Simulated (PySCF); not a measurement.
BeCl₂, triplet, at a GFN2-xTB geometry (such geometries of metal compounds can be far from the true shape) (a higher spin typed on purpose: for a closed-shell molecule this is an excited state). Base run: R2SCAN/6-31G* in PySCF.

PySCF was given this input:
```python
from pyscf import gto, scf, dft

mol = gto.M(
    atom='''
Be    0.858522   -0.707640    0.714230
Cl    0.828096    0.311750   -0.974438
Cl   -1.030102   -0.145246    0.806384
''',
    basis='6-31g*',
    charge=0,
    spin=2,
    verbose=3,
)

mf = dft.UKS(mol)
mf.xc = 'r2scan'
mf.kernel()
```

Variants of this job, named by their change:

```json
[
 {"change": "base", "ΔE vs base (mEh)": "0.000", "grid points": "51488", "electrons on the grid": "38.00000"},
 {"change": "grids.atom_grid = (150, 974)", "ΔE vs base (mEh)": "0.064", "grid points": "223824", "electrons on the grid": "38.00000"},
 {"change": "grids.prune = dft.gen_grid.treutler_prune", "ΔE vs base (mEh)": "0.001", "grid points": "49280", "electrons on the grid": "38.00000"},
 {"change": "grids.level = 2", "ΔE vs base (mEh)": "-0.212", "grid points": "34520", "electrons on the grid": "38.00000"},
 {"change": "grids.radi_method = gauss_chebyshev", "ΔE vs base (mEh)": "-0.039", "grid points": "50048", "electrons on the grid": "38.00000"},
 {"change": "grids.prune = dft.gen_grid.sg1_prune", "ΔE vs base (mEh)": "-0.177", "grid points": "19192", "electrons on the grid": "38.00022"},
 {"change": "grids.level = 4", "ΔE vs base (mEh)": "0.072", "grid points": "85256", "electrons on the grid": "38.00000"},
 {"change": "grids.prune = off", "ΔE vs base (mEh)": "-0.001", "grid points": "92096", "electrons on the grid": "38.00000"},
 {"change": "small_rho_cutoff = 0", "ΔE vs base (mEh)": "0.000", "grid points": "51488", "electrons on the grid": "38.00000"},
 {"change": "grids.level = 0", "ΔE vs base (mEh)": "-62.654", "grid points": "4312", "electrons on the grid": "38.00102"},
 {"change": "grids.atom_grid = (50, 194)", "ΔE vs base (mEh)": "1.617", "grid points": "19048", "electrons on the grid": "38.00000"}
]
```

Open shells are given as the SCF converged; they aren't shown to be the lowest states, and a large step between rows can be another state.
